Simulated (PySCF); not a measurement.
Be(Me)2 (C2H6Be), SMILES [CH3][Be][CH3].

Geometry optimised at r2SCAN-D4/def2-TZVP. The isomer is the one that the SMILES or the coordinates give; other isomers of the formula were not compared.

Computed with TDA-CAM-B3LYP/def2-SVPD (PySCF).

Vertical excitations; the highest root listed may be one member of a degenerate set. Gas-phase values at a fixed geometry. State labels are in the subgroup C2h.

Q: Give excitation energies, oscillator strengths and character. (An estimate is asked for; the answer gives what the named calculation found.)

A: 
| state | symmetry | energy (eV) | λ (nm) | f | main pairs |
|---|---|---|---|---|---|
| S1 | Bg | 6.94 | 179 | 0.000 | HOMO→LUMO, HOMO→LUMO+4 (degenerate set) |
| S2 | Ag | 6.94 | 179 | 0.000 | HOMO→LUMO+1, HOMO→LUMO+5 (degenerate set) |
| S3 | Bu | 7.59 | 163 | 0.216 | HOMO→LUMO+2 91 % |
| S4 | Ag | 7.97 | 156 | 0.000 | HOMO−1→LUMO+2 49 %, HOMO→LUMO+3 48 % |
| S5 | Au | 8.26 | 150 | 0.105 | HOMO−1→LUMO (degenerate set) |
| S6 | Bu | 8.26 | 150 | 0.105 | HOMO−1→LUMO+1 (degenerate set) |
| S7 | Bg | 8.75 | 142 | 0.000 | HOMO→LUMO+4, HOMO→LUMO (degenerate set) |
| S8 | Ag | 8.75 | 142 | 0.000 | HOMO→LUMO+5, HOMO→LUMO+1 (degenerate set) |
| S9 | Ag | 8.75 | 142 | 0.000 | HOMO−1→LUMO+2 49 %, HOMO→LUMO+3 48 % |
| S10 | Bu | 9.20 | 135 | 0.009 | HOMO−1→LUMO+3 83 % |
| T1 | Bg | 6.56 | 189 | 0 | HOMO→LUMO, HOMO→LUMO+4 (degenerate set) |
| T2 | Ag | 6.56 | 189 | 0 | HOMO→LUMO+1, HOMO→LUMO+5 (degenerate set) |
| T3 | Bu | 7.11 | 174 | 0 | HOMO→LUMO+2 92 % |
| T4 | Au | 7.23 | 171 | 0 | HOMO−1→LUMO 60 %, HOMO−1→LUMO+4 38 % |
Triplets are in the Tamm–Dancoff approximation.
